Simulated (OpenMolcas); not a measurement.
# Ru6+: CASPT2 settings compared

```
Program             : OpenMolcas
Basis               : ANO-RCC-VDZP [6s5p3d1f]
Scalar Hamiltonian  : X2C, point nucleus
Active space        : 2 electrons in 5 orbitals (4d)
State averaging     : 2S+1 = 3 even, 10 roots; 2S+1 = 1 even, 15 roots kept (CI in the orbitals of an earlier block)
Spin-orbit coupling : state interaction with AMFI integrals over the reference wave functions, term energies averaged over their components
```

Methods on the same reference wave functions:
A. CASSCF
B. SS-CASPT2, IPEA 0.2 Eh, imaginary shift 0.05 Eh (closed shells correlated: none)
C. SS-CASPT2, IPEA 0.4 Eh, real shift 0.15 Eh (closed shells correlated: 4s 4p)
D. SS-CASPT2, IPEA 0.2 Eh, imaginary shift 0.1 Eh (closed shells correlated: 3d 4s 4p)

Energies in eV above 4d2 3F2.

```tsv
Level	A	B	C	D
4d2 3F2	0.0000	0.0000	0.0000	0.0000
4d2 3F3	0.3281	0.331	0.335	0.335
4d2 3F4	0.6941	0.697	0.699	0.699
4d2 1D2 [70 %]	1.9913	1.850	1.720	1.716
4d2 3P0	2.1072	1.946	1.849	1.819
4d2 3P1	2.2480	2.093	1.995	1.965
4d2 3P2 [72 %]	2.6067	2.457	2.346	2.326
4d2 1G4	3.0289	3.001	2.805	2.806
4d2 1S0	6.9731	6.237	6.186	6.185
```

Among B to D the level of the table that moves most is 4d2 1G4, by 1600 cm-1 (lowest in C, highest in B). Moves below CASPT2's spread within the term are not significant.

From A to B the spin-free energies of the other terms of 4d2 shown, above 3F, scale by factors of 0.89 to 0.99.

The lowest spin-free term lies below A's lowest term by 0.003 hartree in B, 0.176 hartree in C, 0.199 hartree in D.

Term energies are means over components that CASPT2 splits; among the terms shown or strongly mixed into the levels shown the widest spread is 510 cm-1 (4d2 3F, D). Terms from blocks run as CI alone lack orbitals of their own. The basis is small and was not contracted for so high a charge. Without dynamic correlation excited terms often stand tens of per cent too high (terms of higher spin than the ground term too low), and those without a measured partner can miss by more than the paired ones (holds for A). Only configurations of the active space appear.

A share in square brackets marks a mixed level and gives the weight of the term that names it, the lowest over the columns.
